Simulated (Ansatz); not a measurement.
Total energies of Ge(vinyl)(NHMe)3 (C5H15GeN3) from Ansatz at PBE0-D4/def2-TZVP, gas phase (1 Eh = 27.2114 eV = 2625.5 kJ/mol). The reference geometry is relaxed at r2SCAN-D4/def2-SVP.

Cartesian coordinates in Å:
```
Ge -0.0875 -0.1677 -0.0328
C -0.2508 -1.5914 -1.3402
C 0.3454 -2.7808 -1.1714
H -0.8750 -1.4288 -2.2298
H 0.9702 -2.9807 -0.2921
H 0.2374 -3.5986 -1.8948
N 1.4702 -0.4547 0.9003
C 2.7628 -0.4401 0.2421
H 1.4825 0.0407 1.7900
H 3.5300 -0.9406 0.8603
H 2.7036 -1.0027 -0.7041
H 3.1484 0.5713 -0.0072
N -1.2956 -0.0529 1.3412
C -2.7027 0.1833 1.0768
H -1.1448 -0.7563 2.0615
H -3.2069 0.6093 1.9629
H -2.7967 0.9205 0.2635
H -3.2749 -0.7174 0.7706
N -0.3444 1.3931 -0.9592
C -0.1767 2.6836 -0.3203
H -0.0489 1.3807 -1.9319
H -0.7794 3.4623 -0.8222
H -0.5373 2.6183 0.7190
H 0.8709 3.0495 -0.2823
```

```tsv
state	geometry	energy (Eh)
charge 0 singlet	reference	-2440.27567
charge 1 doublet	reference	-2439.98729
charge -1 doublet	reference	-2440.22928
free Ge atom (triplet)	–	-2076.65516
free C atom (triplet)	–	-37.80537
free H atom (doublet)	–	-0.50104
free N atom (quartet)	–	-54.54382
```

(1) Work out the vertical ionisation energy to the doublet.

(2) Work out the vertical electron affinity, to the doublet.

(3) Give the fundamental gap IE − EA, the Mulliken electronegativity (IE + EA)/2 and the hardness (IE − EA)/2.

(4) What is the binding energy per atom against free atoms?

(1) E(charge 1 doublet) − E(charge 0 singlet) = -2439.98729 − (-2440.27567) = 0.28838 Eh = 7.85 eV. For comparison, −ε of the highest occupied level is 6.16 eV at this level, 1.69 eV less.

(2) E(charge 0 singlet) − E(charge -1 doublet) = -2440.27567 − (-2440.22928) = -0.04639 Eh = -1.26 eV; negative, so the extra electron isn't bound. The basis lacks diffuse functions, which makes affinities too small.

(3) From the values in Eh: IE − EA = 0.28838 − (-0.04639) = 0.33477 Eh = 9.11 eV; (IE + EA)/2 = 3.29 eV; (IE − EA)/2 = 4.55 eV. The HOMO–LUMO gap of the same run is 5.76 eV, 3.35 eV smaller than the fundamental gap.

(4) Atoms: 1 × (-2076.65516) + 5 × (-37.80537) + 15 × (-0.50104) + 3 × (-54.54382) = -2436.82907 Eh. Binding: -2436.82907 − (-2440.27567) = 3.44660 Eh = 93.79 eV, or 3.91 eV for each of 24 atoms (no zero-point energy, no counterpoise term).

At PBE0-D4/def2-TZVP the highest occupied level of the charge -1 doublet lies above zero (up to 2.97 eV). By energy differences it is unbound by 1.26 eV (vertical, against the charge 0 singlet, at PBE0-D4/def2-TZVP) and held by the finite basis.
